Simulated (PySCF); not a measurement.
Se(2+) (selenium, charge +2) across methods

[Ar] 3d10 4s1 4p2 5s1, high-spin 5P determinant (an excited configuration). Computed with PySCF 2.14 in x2c-TZVPPall with one added diffuse shell each of s, p, d type (7s6p5d1f, 57 functions), with the spin-free X2C one-electron Hamiltonian (Gaussian nucleus).

| method | E (hartree) | mean ε 4s α (eV) | mean ε 4p α (eV) | mean ε 5s α (eV) | Σ⟨r²⟩ (bohr²) | ⟨S²⟩ |
| --- | --- | --- | --- | --- | --- | --- |
| M06-2X | -2427.844 | -48.065 | -34.143 | -15.137 | 36.95 | 6.000 |
| B3LYP | -2427.761 | -45.894 | -32.412 | -14.434 | 37.04 | 6.000 |
| r2SCANh | -2427.708 | -45.941 | -32.498 | -14.231 | 37.33 | 6.001 |
| r2SCAN | -2427.714 | -45.152 | -31.950 | -14.019 | 37.34 | 6.001 |
| wB97M-V | -2427.552 | -49.009 | -35.181 | -16.160 | 36.98 | 6.001 |
| PBE | -2427.403 | -44.163 | -31.280 | -14.043 | 36.91 | 6.001 |
| PBE0 | -2427.459 | -46.412 | -32.851 | -14.563 | 37.08 | 6.001 |
| UHF | -2426.12606 | -52.016 | -36.591 | -15.791 | 36.27 | 6.001 |

Estimate the same row for LDA.

E (hartree) = -2424.124; mean ε 4s α (eV) = -44.345; mean ε 4p α (eV) = -31.351; mean ε 5s α (eV) = -14.249; Σ⟨r²⟩ (bohr²) = 36.76; ⟨S²⟩ = 6.001.

The outer electron is Rydberg-like, and this basis confines it to a smaller radius and binds it less than a complete one would.
